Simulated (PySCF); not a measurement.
Compound: CH7AsBN.
InChI=1S/CH7AsBN/c1-4-3-2/h3-4H,2H2,1H3

Torsions of this conformer, `[CH3:1][NH:2][BH:3][AsH2:4]`: C1–N2–B3–As4 175°, H–As4–B3–N2 29°, H–As4–B3–N2 123°.

The closed-shell ground state was solved at several levels (PySCF, density fitting, gas phase). The structure is a single PBE0-D3(BJ)/def2-SVP conformer in the gas phase; no vibrational or solvent corrections. The calculation is non-relativistic and has no spin–orbit coupling, an omission that weighs most on arsenic.

| level | basis functions | HOMO (eV) | LUMO (eV) | gap (eV) | dipole (D) |
| --- | --- | --- | --- | --- | --- |
| CAM-B3LYP/def2-SVPD | 154 | -8.15 | 0.85 | 9.00 | 2.64 |
| B3LYP/pcJ-1 (pcSseg-1 on As) | 192 | -6.67 | -0.18 | 6.49 | 2.79 |
| PBE0/pcSseg-1 | 127 | -6.89 | 0.00 | 6.89 | 2.87 |

Task: Estimate the row for mPW1PW91/pcSseg-2, a basis of 269 functions; the other rows only guide the guess.

Result: HOMO -6.94 eV, LUMO -0.16 eV, gap 6.78 eV, dipole 2.69 D.

Task: Over all these levels, which gives the widest orbital gap and which the narrowest?

Result: CAM-B3LYP/def2-SVPD (range-separated hybrid) has the widest, 9.00 eV, and B3LYP/pcJ-1 (pcSseg-1 on As) (global hybrid, 20 % exact exchange) the narrowest, 6.49 eV. Functional and basis both differ between the two, so the spread mixes both effects.

Task: How far do the dipole and the HOMO energy spread over the levels?

Result: The dipole runs from 2.64 to 2.87 D (mean 2.75 D) and the HOMO from -8.15 to -6.67 eV.
